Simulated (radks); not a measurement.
Values are calculated unless marked as measured or tabulated.
Ionisation of neutral silicon, [Ne] 3s2 3p2, to [Ne] 3s2 3p1 as the strength of local exchange is varied. Code: a radial shooting solver on a logarithmic mesh with Libxc functionals. Model: scalar-relativistic Kohn-Sham, Slater X-alpha exchange (alpha = 2/3 is LDA exchange), no correlation, spin-unpolarised, spherical densities, point nucleus.

| alpha | E(Si) (hartree) | exchange (hartree) | IE (eV) | -e of the level emptied (eV) | <r> of it (bohr) |
|---|---|---|---|---|---|
| 0.602 | -285.98118 | -16.62948 | 6.281 | 2.800 (3p) | 2.963 |
| 0.667 | -287.78180 | -18.52316 | 6.770 | 3.200 (3p) | 2.878 |
| 0.691 | -288.44906 | -19.22715 | 6.956 | 3.353 (3p) | 2.849 |
| 0.734 | -289.64783 | -20.49494 | 7.294 | 3.636 (3p) | 2.798 |
| 0.767 | -290.57064 | -21.47352 | 7.559 | 3.859 (3p) | 2.761 |
| 0.864 | -293.29739 | -24.37815 | 8.363 | 4.547 (3p) | 2.660 |
| 1.006 | -297.32735 | -28.70611 | 9.611 | 5.637 (3p) | 2.530 |

NIST Atomic Spectra Database: 8.152 eV (measured). The Delta-SCF value meets it near alpha = 0.84. Spin polarisation and multiplet splitting are left out, so open shells lie too high by an amount that depends on their filling.

Beside tabulated values, note that spin-unpolarised runs miss the spin-polarisation part of the exchange energy of open shells.
